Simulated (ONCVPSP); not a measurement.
# Before and after: ONCV potential for titanium (Ti)

- Element: Ti
- Generator: ONCVPSP 4.0.1
- Type: optimised norm-conserving Vanderbilt (ONCV)
- Functional: PBE
- Relativity: scalar-relativistic
- Frozen core: [Ne] 3s2
- Valence charge: 10
- Reference configuration: 3p6 3d2 4s2
- Partial waves: 4s: rc 2.80 bohr, ncon 4, nbas 8, qcut 2.3 1/bohr, 2 projectors, debl 0.7 Ha; 3p: rc 1.75 bohr, ncon 4, nbas 8, qcut 9.5 1/bohr, 2 projectors, debl 1.7 Ha; 3d: rc 2.00 bohr, ncon 4, nbas 8, qcut 7.1 1/bohr, 2 projectors, debl 3 Ha
- Local potential: polynomial inside 1.15 bohr (lpopt 5, dvloc0 0 Ha)
- Core correction: Teter function, fcfact 2.75, rcfact 1.45

Change: s: debl 5.6.

Cutoffs: the cutoffs (Ha) at which the residual kinetic energy of the hardest occupied pseudo-wave falls to 1 and 0.1 mHa per electron; they do not see the model core or the augmentation charge, which bear on the density cutoff. Errors are all-electron minus pseudo energies relative to the spin-unpolarised reference configuration.

What does the change do?

The potential gets neither clearly harder nor softer (22 Ha and 27 Ha → 22 Ha and 27 Ha); the bound ghost in s disappears; the number of tests with a reliable result goes from 4 to 0; the range in which the s phases agree narrows (upper end 1.7 → -0.0).

```csv
quantity,base,changed
"cutoff, loose",22 Ha,22 Ha
"cutoff, tight",27 Ha,27 Ha
bound ghosts,s,none
GHOST(+) flags under 300 eV,none,none
tests with a reliable result,4 of 4,0 of 4
s: phases at 2.84 bohr within 0.05 rad from the reference energy up to (Ha; the scan ends near 5),1.7,-0.0
p: phases at 1.77 bohr within 0.05 rad from the reference energy up to (Ha; the scan ends near 5),to the end of the scan,to the end of the scan
d: phases at 2.03 bohr within 0.05 rad from the reference energy up to (Ha; the scan ends near 5),to the end of the scan,to the end of the scan
"rms error of d²Exc/dni dnj with the model core, mHa",3.17,3.17
```

 A true bound ghost makes a file unfit for plane-wave use even where its test errors are small: the radial tests pick states by their node count and pass the ghost by.
